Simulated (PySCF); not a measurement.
## Electronic structure of Tb (terbium, neutral) at the UHF level

Configuration: [Xe] 4f9 5d1 6s1, one real determinant (an excited configuration). Computed with PySCF 2.14 in x2c-TZVPPall, with scalar relativity by spin-free X2C-1e.

```json
{"Total energy": "-11704.071742 hartree", "One-electron energy": "-16032.4916 hartree", "Hartree (Coulomb) energy": "4584.3443 hartree", "Exchange energy": "-255.9245 hartree", "⟨S²⟩": "15.7577", "⟨L²⟩": "30.042", "Sum of ⟨r⟩": "43.77 bohr", "Sum of ⟨r²⟩": "79.34 bohr²", "Traceless quadrupole moment −½Σ⟨3z² − r²⟩ along its main axis": "4.42 e·bohr²", "Langevin diamagnetic susceptibility": "-62.8 ×10⁻⁶ cm³/mol"}
```

```tsv
shell	electrons	mean orbital energy (hartree)	spread (hartree)	rms radius, mean of both spins (bohr)
1s α	1	-1920.15880	0	0.0245
1s β	1	-1920.15757	0	0.0245
2s α	1	-322.72376	0	0.0989
2s β	1	-322.71877	0	0.0989
2p α	3	-287.03253	0.00872	0.0890
2p β	3	-287.02851	0.00705	0.0890
3s α	1	-73.47025	0	0.255
3s β	1	-73.34850	0	0.255
3p α	3	-62.20405	0.04992	0.255
3p β	3	-62.06705	0.02424	0.255
3d α	5	-47.24469	0.05067	0.234
3d β	5	-47.09772	0.02521	0.234
4s α	1	-15.52026	0	0.576
4s β	1	-15.19870	0	0.576
4p α	3	-11.72181	0.08357	0.611
4p β	3	-11.36667	0.01568	0.611
4d α	5	-6.37061	0.10042	0.675
4d β	5	-5.90875	0.09663	0.675
5s α	1	-2.13729	0	1.44
5s β	1	-2.00123	0	1.44
5p α	3	-1.13885	0.04762	1.71
5p β	3	-1.02454	0.00528	1.71
4f α	7	-0.49510	0.09395	0.982
4f β	2	-0.28488	0.00697	0.982
6s α	1	-0.18675	0	4.91
5d α	1	-0.13382	0	4.02
```

⟨L²⟩ = 30.04 against 56 for a pure K term, so this real determinant mixes terms. Spin-orbit coupling, absent here, splits the open shell strongly.

Densities and radii are taken from the X2C orbitals without a picture-change correction, which distorts them close to the nucleus.

Spin-orbit constants ζ (cm⁻¹) from the X2C one-electron operator on these orbitals: bare nucleus, nucleus screened by l(l+1)(2l+1)/3 electrons, and screened by the Breit-Pauli mean field of the electrons.

| shell | bare | screened nucleus | mean field |
| --- | --- | --- | --- |
| 2p | 3859000 | 3740000 | n/a |
| 3p | 804300 | 779600 | n/a |
| 3d | 125700 | 106300 | n/a |
| 4p | 176200 | 170800 | n/a |
| 4d | 23120 | 19560 | n/a |
| 4f | 3223 | 1834 | n/a |
| 5p | 21220 | 20570 | n/a |
| 5d | 608.2 | 514.6 | n/a |

To first order the Landé constant is A = -166.2 cm⁻¹, so the lowest level has J = 21/2 and lies 0.505 eV below the centre of the term. This holds in LS coupling only.
